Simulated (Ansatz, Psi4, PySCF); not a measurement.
Molecule: 2-methyl-1-silylprop-2-en-1-one, C₄H₈OSi (charge 0, singlet). SMILES: [SiH3]C(=O)C(=C)C
Structure (B3LYP-D3(BJ)/def2-TZVP (Ansatz, a quantum-chemistry and plane-wave program) minimum search):
```xyz
14

C     -2.1211     0.9251     0.3347
C     -1.1296     0.0477     0.1814
C     -1.3214    -1.4405     0.2425
C      0.2593     0.5711    -0.0635
O      0.4929     1.7625    -0.1450
Si     1.7624    -0.6414    -0.2607
H     -1.9205     1.9871     0.2806
H     -3.1400     0.6067     0.5153
H     -0.7215    -1.8879     1.0393
H     -2.3648    -1.6923     0.4272
H     -1.0200    -1.9200    -0.6925
H      1.9202    -1.4692     0.9597
H      1.5434    -1.5519    -1.4106
H      2.9636     0.1859    -0.4805
```

Wanted: vertical triplet-singlet gap, E(triplet) - E(singlet), in eV. Set-up: valence correlation only; 6-31G* and kin with 6d, 5d where marked; each state is the SCF solution reached for its charge and spin; UHF or UKS for open shells; non-relativistic; 6-311+G** with 5d, 6d on Na to Ar in Ansatz; spin-orbit terms left out; dispersion terms only where a functional's name holds one. First-principles rows: single points at B3LYP-D3(BJ) geometries (Ansatz). A UHF reference is markedly spin-contaminated in at least one set, which strains HF and MP2. The Hartree-Fock reference of C=C(C)C(=O)[SiH3] is unstable towards a lower, spin-broken solution. Levels can end on unlike triplets.

| level | program | vertical triplet-singlet gap, E(triplet) - E(singlet) (eV) |
|---|---|---|
| PBE/6-311+G** | Ansatz | 2.34 |
| B3LYP/STO-3G | Ansatz | 2.35 |
| B3LYP/3-21G | Ansatz | 2.53 |
| B3LYP/6-31G* | Ansatz | 2.48 |
| M06-2X/6-31G* (5d) | PySCF | 2.63 |
| wB97X-D/6-31G* | Psi4 | 2.56 |
| MP2/6-31G* | Ansatz | 3.46 |
| PBE0/def2-TZVPD | Ansatz | 2.28 |

No value to compare with is used here. The 7 habitual levels span 2.34 (PBE/6-311+G**) to 3.46 eV (MP2/6-31G*); PBE0/def2-TZVPD gives 2.28.

The levels are drawn from those run, B3LYP/6-31G* more often than the rest, none by its result; left out are runs that failed, that the program found above a lower state of the same kind, or whose <S^2> lies over 0.5 above the pure value.
